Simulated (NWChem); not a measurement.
Molecule: SiNH2F3; SMILES N[Si](F)(F)F

```xyz
7

N     -0.0071    -1.6276     0.4278
Si     0.0000    -0.0014    -0.0011
F     -1.3083     0.3345    -0.8581
F      1.3146     0.3247    -0.8522
F      0.0012     1.0510     1.2101
H     -0.8519    -2.0897     0.7403
H      0.8323    -2.0965     0.7442
```
Atoms are numbered in this order, from 1.

Results from NWChem. Coordinates come from a PBE0/def2-SVP optimisation. Level: PBE0/def2-SVPD; rows give the wavelength of the field.

```tsv
field	isotropic polarisability (bohr³)	anisotropy (bohr³)
static	31.2	3.6
1065 nm	31.4	3.6
589 nm	31.8	3.6
400 nm	32.5	3.7
```
